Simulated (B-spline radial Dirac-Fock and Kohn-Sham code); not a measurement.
## Auger decay of the L3 hole in Hf²⁺

System: the Hf²⁺ ion in the configuration [Xe] 4f14 5d2, inside a Watson sphere of charge -2 and radius 2 Å (a model of the Madelung potential; inside it an electron's potential energy is raised by 14.4 eV).

The run's input, task.json:

```json
{"items": [{
  "Z": 72,
  "q": 2,
  "cfg": [[1, 0, 2], [2, 0, 2], [2, 1, 6], [3, 0, 2], [3, 1, 6], [3, 2, 10], [4, 0, 2], [4, 1, 6], [4, 2, 10], [4, 3, 14], [5, 0, 2], [5, 1, 6], [5, 2, 2]],
  "A": 180,
  "rrms": 5.347,
  "watson": [-2, 2.0],
  "do": ["binding", "quiet", "decay"],
  "holes": ["K", "L1", "L2", "L3", "M1", "M2", "M3", "M4", "M5", "N1", "N2", "N3", "N4", "N5", "N6", "N7"]
}]}
```

Run with: `python xray_run.py task.json out`

Level of theory: independent-particle radiative and Coulomb Auger rates from relativistic LDA hole-state orbitals, with Dirac-Fock energies; a radial finite-basis atomic code. Kinetic energies are configuration averages from the vacuum level; the two-hole energies are estimated from single-hole states.

| transition | kinetic energy (eV) | width (meV) | share (%) |
| --- | --- | --- | --- |
| L3-M1M3 | 4789.0 | 103 | 3.0 |
| L3-M2M3 | 5017.1 | 177 | 5.1 |
| L3-M3M3 | 5273.7 | 224 | 6.5 |
| L3-M2M5 | 5461.2 | 97.7 | 2.8 |
| L3-M3M4 | 5665.4 | 248 | 7.2 |
| L3-M3M5 | 5724.6 | 353 | 10.2 |
| L3-M4M4 | 6054.6 | 37.4 | 1.1 |
| L3-M4M5 | 6108.4 | 717 | 20.7 |
| L3-M5M5 | 6165.2 | 467 | 13.5 |
| L3-M2N3 | 6769.3 | 27.0 | 0.8 |
| L3-M3N1 | 6868.4 | 24.9 | 0.7 |
| L3-M3N2 | 6965.6 | 38.1 | 1.1 |
| L3-M3N3 | 7026.2 | 82.9 | 2.4 |
| L3-M3N4 | 7186.1 | 45.9 | 1.3 |
| L3-M3N5 | 7197.3 | 63.6 | 1.8 |
| L3-M5N2 | 7415.8 | 19.3 | 0.6 |
| L3-M4N3 | 7420.9 | 35.3 | 1.0 |
| L3-M5N3 | 7475.9 | 57.2 | 1.7 |
| L3-M4N5 | 7592.6 | 96.0 | 2.8 |
| L3-M5N4 | 7636.2 | 117 | 3.4 |
| L3-M5N5 | 7648.0 | 143 | 4.1 |
| L3-M5N6 | 7849.6 | 19.5 | 0.6 |
| L3-M5N7 | 7852.2 | 17.4 | 0.5 |
| L3-N4N5 | 9086.5 | 16.2 | 0.5 |

The listed channels hold 93 % of the non-radiative rate. Summed by principal shells, of 3.46 eV in all: LMM 71.3 %, LMN 24.9 %, LNN 2.1 %, LMO 1.4 %, LNO 0.3 %.

Values without a named source are computed, but for edge energies of neutral atoms, which are taken from tables.
